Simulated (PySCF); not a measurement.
## Working out the ionisation energy of Au⁺

Au⁺ [Xe] 4f14 5d10 (1S) → Au²⁺ [Xe] 4f14 5d9 (2D). All numbers are calculated (PySCF 2.14, scalar relativity through the core potential, in def2-SVP with the def2 core potential (60 electrons) (6s3p2d1f, 32 functions)). Frozen: 5s2 5p6. Energies in hartree (1 hartree = 27.21139 eV):

| part | Au⁺ (lower) | Au²⁺ (upper) |
| --- | --- | --- |
| UHF | -134.502438 | -133.801993 |
| MP2 opposite-spin | -0.134377 | -0.098965 |
| MP2 same-spin | -0.073793 | -0.055203 |

Problem. What does Hartree-Fock give?

Solution. (-133.801993) − (-134.502438) = 0.700445 hartree = 19.060 eV.

Problem. What do MP2 and SCS-MP2 (6/5 opposite-spin, 1/3 same-spin) give?

Solution. The opposite-spin parts differ by 0.964 eV and the same-spin parts by 0.506 eV. MP2: 19.060 + (0.964) + (0.506) = 20.530 eV. SCS-MP2: 19.060 + 1.2 × (0.964) + (0.506)/3 = 20.385 eV.

Reference: 20.203 ± 0.025 eV (measured; NIST Atomic Spectra Database, ionization energies), between the lowest levels; spin-orbit coupling is absent from the calculation.

A double-zeta basis recovers only part of the correlation energy.

What remains against the reference includes basis incompleteness, the frozen core and correlation beyond second order.
